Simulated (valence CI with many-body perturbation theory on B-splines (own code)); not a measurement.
## E1 line list for Se²⁰⁺

Method: valence CI with perturbative core correlation (CI+MBPT): four valence electrons over a frozen Dirac-Fock core [Ne], radial functions for each j: 11 s, 11 p, 9 d, 7 f, 5 g, 2 h, 1 i, with the one-electron correlation potential Σ1 (screened to all orders), the two-electron term Σ2, the three-electron term Σ3, Breit, model QED; selected single and double excitations, second order for the rest (own B-spline code, finite nucleus).

No measured spectrum was set against this ion. As an estimate, levels of excited configurations hold to 0.05 to 0.15 % of their energy, terms of the ground configuration to about 0.5 %.

Lines 51 to 100 of 223 in falling wavelength, among levels below 1353000 cm⁻¹, chosen from the strongest by gf and those to the six lowest levels. Wavelengths and rates use the calculated energies, so an error of 300 cm⁻¹ moves a line at 186.8 Å by 0.056 % and its rate by three times that or more. Electric multipoles are in the length gauge, E1 and E2 with the static RPA response of the core. Weak lines are less certain than strong ones. Lines between different terms over intervals too small for the method are left out, as are lines whose strength nearly cancels. Where a level lies close to another of its J and parity, the split of strength between their lines is uncertain. The highest levels of a list are the least certain.

Names give the largest LS component (configuration and term), which can be under half, so a name can repeat, a term be missing and a line seem to break the LS rules; names also repeat where a configuration has a term twice. Letters in brackets count levels of one name in rising energy.

| λ vac (Å) | Upper | Lower | A (s⁻¹) | log gf | Branch % |
| --- | --- | --- | --- | --- | --- |
| 186.8 | 3s3p²3d ³P_1 [b] | 3s²3p3d ³P°_2 [a] | 5.48e+09 | -1.07 | 7.3 |
| 185.7 | 3s3p³ ³P°_0 | 3s²3p² ³P_1 | 1.03e+10 | -1.27 | 100.0 |
| 185.7 | 3s3p²3d ³G_3 | 3s²3p3d ³F°_2 | 1.37e+10 | -0.30 | 58.6 |
| 183.8 | 3s3p²3d ¹G_4 | 3s²3p3d ³F°_3 | 1.85e+09 | -1.07 | 14.5 |
| 183.6 | 3s3p³ ³P°_1 | 3s²3p² ³P_1 | 8.08e+09 | -0.91 | 68.1 |
| 183.4 | 3s3p²3d ³P_2 [a] | 3s²3p3d ¹D°_2 | 2.02e+09 | -1.29 | 2.5 |
| 183.4 | 3s3p²3d ³D_2 [a] | 3s²3p3d ³F°_2 | 7.03e+09 | -0.75 | 13.3 |
| 183.3 | 3s3p³ ³P°_2 | 3s²3p² ³P_1 | 3.92e+07 | -3.01 | 0.4 |
| 182.8 | 3s3p²3d ³D_2 [d] | 3s²3p3d ³D°_1 | 9.56e+09 | -0.62 | 9.8 |
| 182.1 | 3s3p²3d ³P_2 [b] | 3s²3p3d ³P°_2 [a] | 1.83e+09 | -1.34 | 2.3 |
| 181.0 | 3s3p²3d ¹F_3 | 3s²3p3d ³F°_3 | 3.75e+09 | -0.89 | 6.6 |
| 180.1 | 3p⁴ ³P_1 | 3s3p³ ³D°_2 | 6.00e+09 | -1.06 | 40.1 |
| 180.1 | 3s3p³ ³S°_1 | 3s²3p² ¹D_2 | 4.99e+07 | -3.14 | 0.0 |
| 179.8 | 3s3p²3d ³D_2 [b] | 3s²3p3d ³F°_3 | 2.03e+09 | -1.31 | 2.3 |
| 179.8 | 3p⁴ ³P_0 | 3s3p³ ³D°_1 | 1.17e+10 | -1.25 | 60.0 |
| 178.7 | 3s3p²3d ³D_3 [b] | 3s²3p3d ³P°_2 [a] | 8.58e+09 | -0.54 | 16.7 |
| 178.7 | 3p⁴ ³P_1 | 3s3p³ ³D°_1 | 3.35e+09 | -1.32 | 22.4 |
| 178.6 | 3s3p²3d ³D_3 [a] | 3s²3p3d ³F°_2 | 2.67e+09 | -1.05 | 4.6 |
| 178.4 | 3s²3p3d ³F°_2 | 3s²3p² ¹D_2 | 2.45e+09 | -1.23 | 38.4 |
| 178.0 | 3s3p²3d ³F_4 [b] | 3s²3p3d ³F°_4 | 1.41e+09 | -1.22 | 1.5 |
| 177.1 | 3s3p³ ¹P°_1 | 3s²3p² ¹S_0 | 7.78e+09 | -0.96 | 9.0 |
| 176.5 | 3s3p²3d ³F_3 [c] | 3s²3p3d ³P°_2 [a] | 1.18e+10 | -0.41 | 12.2 |
| 174.2 | 3s3p²3d ³F_3 [b] | 3s²3p3d ³F°_3 | 3.60e+09 | -0.94 | 4.0 |
| 173.5 | 3s3p²3d ¹F_3 | 3s²3p3d ³F°_2 | 1.90e+09 | -1.22 | 3.4 |
| 173.5 | 3s²3p3d ¹D°_2 | 3s²3p² ³P_2 | 1.31e+06 | -4.53 | 0.0 |
| 172.4 | 3s3p²3d ³D_2 [b] | 3s²3p3d ³F°_2 | 4.28e+09 | -1.02 | 4.9 |
| 171.1 | 3s²3p3d ³F°_3 | 3s²3p² ¹D_2 | 3.91e+06 | -3.92 | 0.1 |
| 169.3 | 3s²3p3d ³D°_1 | 3s²3p² ¹S_0 | 1.85e+07 | -3.62 | 0.0 |
| 168.5 | 3s3p²3d ³G_3 | 3s²3p3d ¹D°_2 | 5.72e+09 | -0.77 | 24.4 |
| 168.5 | 3s3p³ ³P°_1 | 3s²3p² ³P_0 | 2.78e+09 | -1.45 | 23.4 |
| 167.0 | 3s3p²3d ³D_1 [b] | 3s²3p3d ³F°_2 | 9.69e+09 | -0.92 | 12.4 |
| 166.9 | 3s²3p3d ¹D°_2 | 3s²3p² ³P_1 | 5.00e+08 | -1.98 | 6.5 |
| 166.8 | 3s3p²3d ³P_2 [a] | 3s3p³ ³P°_1 | 2.16e+09 | -1.35 | 2.7 |
| 166.6 | 3s3p²3d ¹P_1 | 3s²3p3d ³F°_2 | 7.66e+09 | -1.02 | 9.4 |
| 164.9 | 3p⁴ ³P_2 | 3s3p³ ⁵S°_2 | 3.53e+08 | -2.14 | 2.2 |
| 164.6 | 3s3p²3d ³P_2 [b] | 3s²3p3d ³F°_3 | 1.12e+10 | -0.64 | 14.1 |
| 164.3 | 3s3p²3d ³D_2 [c] | 3s²3p3d ³F°_2 | 2.93e+09 | -1.23 | 4.4 |
| 162.6 | 3s3p²3d ³D_3 [a] | 3s²3p3d ¹D°_2 | 3.49e+09 | -1.01 | 6.0 |
| 161.8 | 3s3p²3d ³D_2 [d] | 3s²3p3d ³F°_3 | 7.56e+09 | -0.83 | 7.7 |
| 161.7 | 3s3p²3d ³D_3 [b] | 3s²3p3d ³F°_3 | 2.26e+09 | -1.21 | 4.4 |
| 160.0 | 3s3p²3d ³F_3 [c] | 3s²3p3d ³F°_3 | 3.05e+10 | -0.09 | 31.5 |
| 159.7 | 3s3p³ ³S°_1 | 3s²3p² ³P_2 | 6.37e+10 | -0.14 | 61.0 |
| 159.0 | 3s3p³ ¹P°_1 | 3s²3p² ¹D_2 | 5.17e+10 | -0.23 | 59.6 |
| 158.7 | 3s3p²3d ³P_1 [a] | 3s3p³ ³P°_2 | 1.71e+10 | -0.71 | 20.3 |
| 158.4 | 3s3p²3d ¹F_3 | 3s²3p3d ¹D°_2 | 3.32e+09 | -1.06 | 5.9 |
| 158.4 | 3s²3p3d ³F°_2 | 3s²3p² ³P_2 | 2.63e+09 | -1.31 | 41.2 |
| 158.4 | 3s3p²3d ³P_2 [b] | 3s²3p3d ³F°_2 | 4.54e+09 | -1.07 | 5.7 |
| 156.9 | 3s3p²3d ⁵F_1 | 3s3p³ ⁵S°_2 | 6.87e+07 | -3.12 | 7.5 |
| 156.9 | 3s3p²3d ³P_1 [a] | 3s3p³ ³P°_0 | 4.75e+09 | -1.28 | 5.6 |
| 155.8 | 3s3p²3d ³D_2 [d] | 3s²3p3d ³F°_2 | 2.87e+10 | -0.28 | 29.3 |

Task: How does gf follow from A for the line at 178.4 Å?

Result: gf = 1.4992 × (2J+1)_upper × A / σ², with σ = 560659 cm⁻¹ and 2J+1 = 5: gf = 0.0584.
